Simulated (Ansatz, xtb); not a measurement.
C4HClF3NS: which of two isomers lies lower

Structure I: `FC(F)(F)c1cnc(Cl)s1`, a singlet. Structure II: `FC(F)(F)c1nc(Cl)cs1`, a singlet. Both are isolated molecules in the gas phase, relaxed with PBE-D3(BJ)/def2-SVP.

Question: Which of the two would you expect CCSD(T)/def2-SVP + ΔMP2/def2-TZVPP electronic energies to favour?

Answer: CCSD(T)/def2-SVP + ΔMP2/def2-TZVPP gives E(II) − E(I) = +0.002 eV, slightly favouring structure I, which is too small a margin to settle the true order.

How the difference moves with the method:

```
                             level             geometry  E(II) − E(I) (eV)  departure from the last row (eV)  job, with rough time for the two
               PBE-D3(BJ)/def2-SVP  PBE-D3(BJ)/def2-SVP              +0.018                            +0.016             optimisation, 3.3 min
                       HF/def2-SVP  PBE-D3(BJ)/def2-SVP              +0.063                            +0.061           part of the CCSD(T) run
                      MP2/def2-SVP  PBE-D3(BJ)/def2-SVP              −0.020                            −0.022           part of the CCSD(T) run
                  CCSD(T)/def2-SVP  PBE-D3(BJ)/def2-SVP              +0.020                            +0.018                      single point
CCSD(T)/def2-SVP + ΔMP2/def2-TZVPP  PBE-D3(BJ)/def2-SVP              +0.002                                               single point, 7.7 min
```

As drawn, both hold the same kinds of bond in the same numbers.

The largest departure from CCSD(T)/def2-SVP + ΔMP2/def2-TZVPP is that of HF/def2-SVP, 0.061 eV. Levels run at GFN2-xTB geometries aren't shown. The last row adds to CCSD(T) the change of the MP2 difference between the two basis sets, here −0.018 eV.

With thermal terms from frequencies at re-optimised GFN2-xTB minima (ideal gas, soft modes damped towards free rotors, one conformer each, 298.15 K, 1 atm): the zero-point term adds −0.003 eV; ΔH is 0.000 and ΔG −0.008 eV.

The correlated steps freeze 18 core orbitals. Programs: Ansatz 0.2.0, xtb 6.7.1; the last row on 2 threads of Intel(R) Xeon(R) Processor @ 2.50GHz (Skylake/Cascade Lake) on a shared host.
